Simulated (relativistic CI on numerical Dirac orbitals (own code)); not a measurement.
Ce: sensitivity of the levels to the model

Base calculation: Dirac-Coulomb-Breit CI, KLI orbitals optimised for each configuration, model QED, valence Slater integrals scaled by 0.85, P86 correlation energy added to each configuration.

CI space (outside the closed core [Xe]): 4f 5d 6s2, 4f 5d2 6s, 4f2 6s2, 4f 5d2 6p, 4f 5d 6s 6p, 4f 5d3, 4f 6s2 6p, 5d3 6s, 4f 5d 6s 6d, 4f 5d 6s 6f, 4f2 5d 6s, 4f 6s2 7p, 4f 6s2 5f, 4f 5d 6p2, 4f2 6p2, 4f 6p3. The list is cut by size and lacks configurations that can hold low levels.

Variants: (1) self-excluded LDA correlation estimate; (2) valence Slater integrals scaled by 0.75; (3) only the first 3 configurations. Shifts of the energy above 4f 5d 6s2 3H°_4, in cm⁻¹, for the lowest level and the first level of each name with at least 55 % of one term (blank where a level changes its place among those of its configuration and J or its character, or is not in the variant):

| Level | Base | Δ(1) | Δ(2) | Δ(3) |
| --- | --- | --- | --- | --- |
| 4f 5d 6s2 3H°_4 | 0.0 | 0.0 | 0.0 | 0.0 |
| 4f 5d 6s2 3F°_2 | 885.1 | +7.6 | -98.6 | -178.7 |
| 4f 5d2 6s 5H°_3 | 1396.9 | -247.6 | -45.0 | -3015.9 |
| 4f 5d 6s2 3H°_5 | 1731.5 | -42.4 | -46.8 | -175.9 |
| 4f 5d 6s2 3F°_3 | 1903.6 | -10.6 | -84.5 | -274.4 |
| 4f 5d2 6s 5H°_4 | 1910.2 | -249.7 | -49.4 | -3061.3 |
| 4f 5d2 6s 5H°_5 | 2556.6 | -246.8 | -63.8 | -3045.4 |
| 4f 5d2 6s 5I°_4 | 2592.7 | -250.5 | -164.1 | -3271.6 |
| 4f 5d2 6s 5I°_5 | 3121.7 | -244.9 | -170.1 | -3185.1 |
| 4f 5d 6s2 1D°_2 | 3751.0 | -27.3 | -278.6 |  |
| 4f 5d2 6s 3G°_5 | 3860.9 | -245.4 | -119.2 | -2882.5 |
| 4f 5d2 6s 5I°_6 | 3903.5 |  |  |  |
| 4f 5d2 6s 5H°_7 | 4177.5 | -252.1 | -106.9 | -2996.3 |
| 4f 5d2 6s 5D°_0 | 4223.8 | -238.6 | -337.2 | -2946.4 |

Correlation outside the listed configurations is missing or only estimated: errors of thousands of cm⁻¹ between configurations and terms are usual at this charge. Rates and lifetimes follow the computed energies and can be off by large factors. The fine structure of a lone outer electron comes out too small, for d and f at times inverted, and misplaced configurations move strength between like terms.

Ionisation energy from the two ground configurations alone: base 4.781 eV; self-excluded LDA correlation estimate 4.797 eV; valence Slater integrals scaled by 0.75 4.853 eV. The NIST ASD value (measured) is 5.5386 eV. The gap of more than 2 % comes from missing correlation.

LS names give the leading component of a level, which can be under half, so a name can repeat, a term be missing and a line seem to break the LS rules.
